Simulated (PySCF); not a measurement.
Species: C9H16P (charge +1).
Bonds: C1–C2, C2–C3, C3–C4 (double), C4–P5, P5–C6, C6–C7 (double), C7–C8, C8–C9, C8–C10, C3–C7. Hydrogens: H11, H12, H13 on C1; H14, H15 on C2; H16 on C4; H17, H18 on P5; H19 on C6; H20 on C8; H21, H22, H23 on C9; H24, H25, H26 on C10.

Level of theory: PBE0-D3(BJ)/def2-SVP geometry optimisation, gas phase in PySCF 2.14.0.

**Question.** Give the optimised bond lengths and angles.

**Answer.** 
| bond | length (pm) | order |
| --- | --- | --- |
| C1–C2 | 151.6 | single |
| C2–C3 | 149.0 | single |
| C3=C4 | 135.5 | double |
| C4–P5 | 177.0 | single |
| P5–C6 | 177.0 | single |
| C6=C7 | 135.5 | double |
| C7–C8 | 150.0 | single |
| C8–C9 | 153.8 | single |
| C8–C10 | 152.3 | single |
| C3–C7 | 151.2 | single |
| C1–H11, C1–H12, C1–H13 | 110.0 | single |
| C2–H14, C2–H15 | 110.5 | single |
| C4–H16 | 108.9 | single |
| P5–H17, P5–H18 | 141.3 | single |
| C6–H19 | 108.9 | single |
| C8–H20 | 110.3 | single |
| C9–H21 and 5 like bonds | 110.0 | single |

Bonds in one row agree within 1 pm and their mean is given. Orders are formal, as drawn. A selection of angles:
| angle | degrees |
| --- | --- |
| C1–C2–C3 | 115.9 |
| C2–C3–C4 | 124.1 |
| C2–C3–C7 | 121.3 |
| C4–C3–C7 | 114.5 |
| C3–C4–P5 | 107.4 |
| C4–P5–C6 | 96.2 |
| P5–C6–C7 | 107.4 |
| C6–C7–C8 | 124.1 |
| C3–C7–C6 | 114.4 |
| C3–C7–C8 | 121.4 |
| C7–C8–C9 | 109.0 |
| C7–C8–C10 | 113.3 |
| C9–C8–C10 | 111.1 |

Dihedral angles: C1–C2–C3–C4 4° (synperiplanar); C2–C3–C4–P5 176° (antiperiplanar); C3–C4–P5–C6 0° (synperiplanar); C4–P5–C6–C7 1° (synperiplanar); P5–C6–C7–C8 176° (antiperiplanar); C6–C7–C8–C9 -97° (anticlinal); C2–C3–C7–C6 -176° (antiperiplanar). The mirror-image conformer, all signs reversed, is as good.

C3 (fully substituted alkene carbon) is planar (angles 124.1°, 121.3° and 114.5°, sum 360.0°, 0.02 Å off the plane of its three neighbours). The 5-membered ring C3–C4–P5–C6–C7 has internal angles of 96.2° to 114.5° (sum 540°, against 540° for a flat polygon); it is planar, 0.01 Å rms from its mean plane, widest ring torsion 2°. The C–C distances run from 1.355 Å (C6=C7, drawn double) to 1.538 Å (C8–C9, drawn single), a spread of 0.183 Å. C7 (fully substituted alkene carbon) is planar (angles 124.1°, 121.4° and 114.4°, sum 359.9°, 0.02 Å off the plane of its three neighbours). C4 (alkene CH carbon) is planar (angles 127.0°, 125.6° and 107.4°, sum 360.0°, 0.02 Å off the plane of its three neighbours). Of the pairs four or more bonds apart, H14···H22 is among the closest relative to their van der Waals radii: 2.18 Å, 91 % of the sum of Bondi's values. C6 (alkene CH carbon) is planar (angles 127.0°, 125.6° and 107.4°, sum 360.0°, 0.01 Å off the plane of its three neighbours).

Point group: C1 (no symmetry element, even within 0.4 Å). No PBE0-D3(BJ)/def2-SVP frequencies stand behind this structure, so it isn't proved a minimum.
